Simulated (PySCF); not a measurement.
**$^{29}$Si chemical shifts**

[PySCF: NMR shieldings at PBE0/pcSseg-1/GIAO; geometry: PBE0-D3(BJ)/def2-SVP; in vacuum; single conformer; one averaged value for each set of equivalent atoms; non-relativistic]

Shieldings were converted by a linear fit to measured shifts: $^{29}$Si (scatter 9.7 ppm rms, 23.4 ppm with the 5 outliers that the fit left out vs TMS, solution or neat liquid). Occasional misses reach two or three times the rms, and more in compound classes unlike the fitted ones.

Question: Give the $^{29}$Si shifts of `COC[SiH]([SiH3])[SiH3]`, `CO[SiH2]OCCC#N`, `CO[SiH2]OCC[SiH3]`, `OB(O)[C@@H]1C[SiH2]N[SiH2]1`.

Answer: 
| compound | environment | δ (ppm) |
| --- | --- | --- |
| [CH3:1][O:2][CH2:3][SiH:4]([SiH3:5])[SiH3:6] | Si4: silicon bonded to C, 2 Si, H | -74.6 |
| [CH3:1][O:2][CH2:3][SiH:4]([SiH3:5])[SiH3:6] | Si5/6: silicon bonded to Si, 3 H (×2) | -101.9 |
| CO[SiH2]OCCC#N | silicon bonded to 2 O, 2 H | -33.0 |
| [CH3:1][O:2][SiH2:3][O:4][CH2:5][CH2:6][SiH3:7] | Si3: silicon bonded to 2 O, 2 H | -34.3 |
| [CH3:1][O:2][SiH2:3][O:4][CH2:5][CH2:6][SiH3:7] | Si7: silicon bonded to C, 3 H | -72.9 |
| [OH:1][B:2]([OH:3])[C@@H:4]1[CH2:5][SiH2:6][NH:7][SiH2:8]1 | Si6: silicon bonded to C, N, 2 H, in a 5-membered ring | -27.2 |
| [OH:1][B:2]([OH:3])[C@@H:4]1[CH2:5][SiH2:6][NH:7][SiH2:8]1 | Si8: silicon bonded to C, N, 2 H, in a 5-membered ring | -27.5 |

Unscaled 11B shifts against computed BF3·OEt2 can miss by 10 ppm or more.
